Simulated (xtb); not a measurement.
Cl3Sb, charge -1, doublet, from a rough starting geometry (a state made from the parent by changing its charge; the spin is typed, not shown lowest); GFN2-xTB in xtb 6.7.1.

Here is a job for xtb.
```
$ xtb mol.xyz --gfn 2 --chrg -1 --uhf 1 --opt vtight --json

# file mol.xyz
4

Sb     0.06380215     0.00120556     0.88732617
Cl    -1.76334282    -0.96217005    -0.28635321
Cl     0.04326934     2.05717472    -0.29291593
Cl     1.74340064    -1.04355736    -0.29343314
```

Q: Write the output that xtb gives for this input, abridged.

A: 
```
   ID    Z sym.   atoms
    1   51 Sb     1
    2   17 Cl     2-4

           -------------------------------------------------
          |                Calculation Setup                |
           -------------------------------------------------

           -------------------------------------------------
          |                 G F N 2 - x T B                 |
           -------------------------------------------------

          ...................................................
          :                      SETUP                      :
          :.................................................:
          :  # basis functions                  40          :
          :  # atomic orbitals                  36          :
          :  # shells                           12          :
          :  # electrons                        27          :
          :  max. iterations                   250          :
          :  Hamiltonian                  GFN2-xTB          :
          :  restarted?                      false          :
          :  GBSA solvation                  false          :
          :  PC potential                    false          :
          :  electronic temp.          300.0000000     K    :
          :  accuracy                    1.0000000          :
          :  -> integral cutoff          0.2500000E+02      :
          :  -> integral neglect         0.1000000E-07      :
          :  -> SCF convergence          0.1000000E-05 Eh   :
          :  -> wf. convergence          0.1000000E-03 e    :
          :  Broyden damping             0.4000000          :
          :  net charge                         -1          :
          :  unpaired electrons                  1          :
          ...................................................

 iter      E             dE          RMSdq      gap      omega  full diag
   1    -16.1410279 -0.161410E+02  0.123E+01    0.28       0.0  T
   2    -16.1912475 -0.502196E-01  0.641E+00    0.32       1.0  T
   3    -16.1917510 -0.503579E-03  0.412E+00    0.35       1.0  T
   4    -16.1954133 -0.366228E-02  0.114E+00    0.38       1.0  T
   5    -16.1954272 -0.138995E-04  0.637E-01    0.40       1.0  T
   6    -16.1962978 -0.870549E-03  0.216E-01    0.40       1.0  T
   7    -16.1963471 -0.493704E-04  0.840E-02    0.41       1.0  T
   8    -16.1963511 -0.393679E-05  0.305E-02    0.41       1.6  T
   9    -16.1963514 -0.365931E-06  0.238E-02    0.41       2.1  T
  10    -16.1963524 -0.939765E-06  0.134E-02    0.41       3.7  T
  11    -16.1963523  0.387757E-07  0.146E-02    0.41       3.4  T
  12    -16.1963527 -0.356112E-06  0.499E-03    0.41      10.0  T
  13    -16.1963527 -0.340324E-07  0.194E-03    0.41      25.7  T
  14    -16.1963527 -0.616927E-08  0.622E-04    0.41      80.4  T
  15    -16.1963527 -0.123528E-09  0.345E-04    0.41     145.1  T

   *** convergence criteria satisfied after 15 iterations ***

         :::::::::::::::::::::::::::::::::::::::::::::::::::::
         ::                     SUMMARY                     ::
         :::::::::::::::::::::::::::::::::::::::::::::::::::::
         :: total energy             -16.192688313733 Eh    ::
         :: gradient norm              0.132775607613 Eh/a0 ::
         :: HOMO-LUMO gap              0.406982185362 eV    ::
         ::.................................................::
         :: SCC energy               -16.196351401611 Eh    ::
         :: -> isotropic ES            0.124205803390 Eh    ::
         :: -> anisotropic ES         -0.009139806336 Eh    ::
         :: -> anisotropic XC         -0.009433208093 Eh    ::
         :: -> dispersion             -0.005136072812 Eh    ::
         :: repulsion energy           0.003663087878 Eh    ::
         :: add. restraining           0.000000000000 Eh    ::
         :: total charge              -1.000000000000 e     ::
         :::::::::::::::::::::::::::::::::::::::::::::::::::::

      -----------------------------------------------------------
     |                   =====================                   |
     |                        A N C O P T                        |
     |                   =====================                   |
     |               Approximate Normal Coordinate               |
     |                Rational Function Optimizer                |
      -----------------------------------------------------------
      -----------------------------------------------------------
     |                   =====================                   |
     |                        A N C O P T                        |
     |                   =====================                   |
     |               Approximate Normal Coordinate               |
     |                Rational Function Optimizer                |
      -----------------------------------------------------------

          ...................................................
          :                      SETUP                      :
          :.................................................:
          :   optimization level         verytight          :
          :   max. optcycles                   200          :
          :   ANC micro-cycles                  20          :
          :   degrees of freedom                 6          :
          :.................................................:
          :   RF solver                   davidson          :
          :   write xtbopt.log                true          :
          :   linear?                        false          :
          :   energy convergence         0.1000000E-06 Eh   :
          :   grad. convergence          0.2000000E-03 Eh/α :
          :   maxmium RF displ.          1.0000000          :
          :   Hlow (freq-cutoff)         0.1000000E-01      :
          :   Hmax (freq-cutoff)         5.0000000          :
          :   S6 in model hess.         20.0000000          :
          ...................................................

[...]
 * total energy  :   -16.2481750 Eh     change        0.1381857E-04 Eh
 * total energy  :   -16.2482795 Eh     change       -0.1045108E-03 Eh
 * total energy  :   -16.2482247 Eh     change        0.5481891E-04 Eh
 * total energy  :   -16.2483017 Eh     change       -0.7698627E-04 Eh
 * total energy  :   -16.2483196 Eh     change       -0.1795687E-04 Eh
 * total energy  :   -16.2483271 Eh     change       -0.7457729E-05 Eh
 * total energy  :   -16.2483314 Eh     change       -0.4349293E-05 Eh
 * total energy  :   -16.2483349 Eh     change       -0.3481597E-05 Eh
 * total energy  :   -16.2483377 Eh     change       -0.2777457E-05 Eh
 * total energy  :   -16.2483388 Eh     change       -0.1126888E-05 Eh
 * total energy  :   -16.2483392 Eh     change       -0.4275482E-06 Eh
 * total energy  :   -16.2483394 Eh     change       -0.1602548E-06 Eh
 * total energy  :   -16.2483395 Eh     change       -0.7013183E-07 Eh
   *** GEOMETRY OPTIMIZATION CONVERGED AFTER 34 ITERATIONS ***
[...]
          :  Broyden damping             0.4000000          :
          :  net charge                         -1          :
          :  unpaired electrons                  1          :
          ...................................................

 iter      E             dE          RMSdq      gap      omega  full diag
   1    -16.2494056 -0.162494E+02  0.105E-04    2.44       0.0  T
   2    -16.2494056 -0.383693E-11  0.848E-05    2.44     589.7  T
   3    -16.2494056 -0.749978E-11  0.350E-05    2.44    1428.1  T

   *** convergence criteria satisfied after 3 iterations ***

         :::::::::::::::::::::::::::::::::::::::::::::::::::::
         ::                     SUMMARY                     ::
         :::::::::::::::::::::::::::::::::::::::::::::::::::::
         :: total energy             -16.248339461813 Eh    ::
         :: gradient norm              0.000015860058 Eh/a0 ::
         :: HOMO-LUMO gap              2.444743262092 eV    ::
         ::.................................................::
         :: SCC energy               -16.249404351783 Eh    ::
         :: -> isotropic ES            0.133417995708 Eh    ::
         :: -> anisotropic ES          0.000971652869 Eh    ::
         :: -> anisotropic XC         -0.003415058060 Eh    ::
         :: -> dispersion             -0.004614691703 Eh    ::
         :: repulsion energy           0.001064889970 Eh    ::
         :: add. restraining           0.000000000000 Eh    ::
         :: total charge              -1.000000000000 e     ::
         :::::::::::::::::::::::::::::::::::::::::::::::::::::

           -------------------------------------------------
          |                Property Printout                |
           -------------------------------------------------

    * Orbital Energies and Occupations

         #    Occupation            Energy/Eh            Energy/eV
      -------------------------------------------------------------
         1        2.0000           -0.9168773             -24.9495
         2        2.0000           -0.8813770             -23.9835
         3        2.0000           -0.8768781             -23.8611
         4        2.0000           -0.6546261             -17.8133
         5        2.0000           -0.3108693              -8.4592
         6        2.0000           -0.3014472              -8.2028
         7        2.0000           -0.2978415              -8.1047
         8        2.0000           -0.2837615              -7.7215
         9        2.0000           -0.2617654              -7.1230
        10        2.0000           -0.2612469              -7.1089
        11        2.0000           -0.2594150              -7.0590
        12        2.0000           -0.2573192              -7.0020
        13        2.0000           -0.2413548              -6.5676
        14        1.0000           -0.1887569              -5.1363 (HOMO)
        15                         -0.0989143              -2.6916 (LUMO)
        16                         -0.0753791              -2.0512
        17                          0.1505069               4.0955
        18                          0.1685492               4.5865
        19                          0.1685937               4.5877
        20                          0.1699166               4.6237
        21                          0.1703868               4.6365
        22                          0.1801222               4.9014
        23                          0.1809236               4.9232
        24                          0.2185681               5.9475
        25                          0.2199877               5.9862
       ...                                ...                  ...
        36                          1.2205969              33.2141
      -------------------------------------------------------------
                  HL-Gap            0.0898427 Eh            2.4447 eV
             Fermi-level           -0.1794457 Eh           -4.8830 eV

     #   Z          covCN         q      C6AA      α(0)
     1  51 Sb       2.298     0.405   377.547    37.667
     2  17 Cl       0.742    -0.559   117.659    16.592
     3  17 Cl       0.814    -0.287   108.212    15.913
     4  17 Cl       0.742    -0.559   117.662    16.592

 Mol. C6AA /au·bohr⁶  :       2628.459946
 Mol. C8AA /au·bohr⁸  :     165182.072190
 Mol. α(0) /au        :         86.764690

Wiberg/Mayer (AO) data.
largest (>0.10) Wiberg bond orders for each atom

 ---------------------------------------------------------------------------
     #   Z sym  total        # sym  WBO       # sym  WBO       # sym  WBO
 ---------------------------------------------------------------------------
     1  51 Sb   2.540 --     3 Cl   1.114     2 Cl   0.713     4 Cl   0.713
     2  17 Cl   0.787 --     1 Sb   0.713
     3  17 Cl   1.153 --     1 Sb   1.114
     4  17 Cl   0.786 --     1 Sb   0.713
 ---------------------------------------------------------------------------

Topologies differ in total number of bonds
Writing topology from bond orders to xtbtopo.mol

molecular dipole:
                 x           y           z       tot (Debye)
 q only:       -0.045      -0.191       0.012
   full:       -0.048      -0.323       0.021       0.832
molecular quadrupole (traceless):
                xx          xy          yy          xz          yz          zz
 q only:      -25.746       0.772       9.757       0.240       0.455      15.989
  q+dip:      -28.158       0.816       9.681       0.272       0.644      18.476
   full:      -29.432       0.856      10.201       0.283       0.662      19.232

optimized geometry written to: xtbopt.xyz

           -------------------------------------------------
          | TOTAL ENERGY              -16.248339461813 Eh   |
          | GRADIENT NORM               0.000015860058 Eh/α |
          | HOMO-LUMO GAP               2.444743262092 eV   |
           -------------------------------------------------

normal termination of xtb
```
